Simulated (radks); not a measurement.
Eu44+, configuration [Ar] 3d1 (the NIST ground configuration).

Method: non-relativistic Kohn-Sham, LB94 model potential, spin-polarised, spherical densities, point nucleus; open shells are filled with parallel spins first (spin-orbit coupling, left out, can overturn this in heavy ions); relativity is left out, which matters for an element this heavy; computed with a radial shooting solver on a logarithmic mesh with Libxc functionals.

Energy parts (hartree):
| part | energy |
|---|---|
| kinetic | 8760.4690 |
| electron-nucleus | -18616.3683 |
| Hartree | 1242.7725 |
(The LB94 potential has no energy functional, so no total or exchange-correlation energy is given.)

Orbitals (lengths in bohr, moments of r in powers of bohr; r(max) is where P^2 peaks; r(90%) holds 90 % of the orbital's charge):
orbital  occ.  eigenvalue (hartree)   r(max)  r(90%)
1s up       1             -1777.683  0.01596  0.0428
1s down     1             -1777.689  0.01596  0.0428
2s up       1             -362.5582  0.08712   0.155
2s down     1             -362.5519  0.08711   0.155
2p up       3             -350.4278  0.06783   0.139
2p down     3             -350.4391  0.06783   0.139
3s up       1             -139.8842   0.2328   0.356
3s down     1             -139.6654   0.2329   0.357
3p up       3             -135.1041   0.2188   0.346
3p down     3             -134.8720   0.2189   0.346
3d up       1             -127.5042   0.1699   0.309
3d down     0             -127.2884   0.1698   0.309
4s up       0             -73.94914   0.4640   0.646
4s down     0             -73.87498   0.4643   0.647
4p up       0             -71.91139   0.4554   0.641
4p down     0             -71.83764   0.4558   0.641

The highest occupied level is 3d up at -3469.6 eV. Summed over all electrons, <r^2> = 0.6424 bohr^2, which gives a Langevin (diamagnetic) susceptibility term of -0.509 x 10^-6 cm^3/mol. Spin moment in Bohr magnetons: 1. The density falls to 0.001 e/bohr^3 at r = 0.71 bohr. The electron density at the nucleus is 1.78e+05 e/bohr^3.
